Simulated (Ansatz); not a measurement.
CH4BCl3Si (`CB[Si](Cl)(Cl)Cl`), relaxed with RKS PBE-D4/def2-SVP in the Gaussian-basis code of Ansatz from a rough embedded geometry. The force threshold is 0.03 eV/Å; the program also tests the step.

Total charge 0; spin multiplicity 1.

Start:

```xyz
10

C    -0.722    0.074    1.459
B    -0.349    0.671    0.012
Si    0.796   -0.301   -1.258
Cl    2.595   -0.581   -0.422
Cl    1.003    0.875   -2.994
Cl   -0.137   -2.118   -1.751
H    -1.242   -0.916    1.268
H     0.228   -0.122    1.957
H    -1.372    0.694    1.998
H    -0.800    1.723   -0.269
```

(1) By how much does the energy fall, and how many steps does the optimiser take? (Estimate.)

(2) Which bonds change most? (Estimate.)

(3) Give the relaxed structure. (Estimate.)

Answers

(1) The calculation gave: 7.59 kcal/mol, in 20 steps, 1 of them rejected.

(2) The calculation gave: Si3–Cl4 from 2.003 to 2.082 Å; C1–H9 from 1.047 to 1.108 Å; C1–B2 from 1.609 to 1.550 Å; B2–Si3 from 1.967 to 2.013 Å.

(3) Computed: 
```xyz
10

C    -0.563    0.221    1.502
B    -0.577    0.518   -0.019
Si    0.775   -0.276   -1.281
Cl    2.469   -1.009   -0.318
Cl    1.404    1.081   -2.724
Cl   -0.168   -1.872   -2.233
H    -1.183   -0.714    1.551
H     0.421   -0.049    1.934
H    -1.094    0.961    2.133
H    -1.484    1.138   -0.544
```
